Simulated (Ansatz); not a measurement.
Consider the ligand exchange at the Si–F bond: `O[Si](F)(S)S` + HCl → `O[Si](S)(S)Cl` + H–F.

Isolated molecules relaxed with PBE0-D4/def2-TZVP in Ansatz; ΔE leaves out vibrations. CBS: MP2 limit from def2 TZ/QZ plus the TZ coupled-cluster correction, frozen cores. This one scheme is used for every species. Functionals use def2-TZVPP. One conformer a species, not always the lowest.

```csv
level,ΔE (kJ/mol)
PBE-D4,37.2
HF/def2-QZVPP,64.8
```

Task: What does CCSD(T)/CBS give? (Estimate.)

Result: Ansatz gave: +43.2 kJ/mol. The listed levels differ from it by -6.0, 21.6 kJ/mol.

Largest T1 diagnostic among the species: 0.012.

At CCSD(T), def2-SVP lies +5.7 kJ/mol from the extrapolated value and def2-TZVPP +5.3 kJ/mol. In def2-TZVPP, CCSD(T) changes the Hartree–Fock value by −14.3 kJ/mol (the triples alone add −3.3 kJ/mol) and MP2 by −22.9 kJ/mol.

CCSD(T)/CBS has its own doubt, a few kJ/mol and more with outer-core shells, so smaller differences from it don't rank the levels.
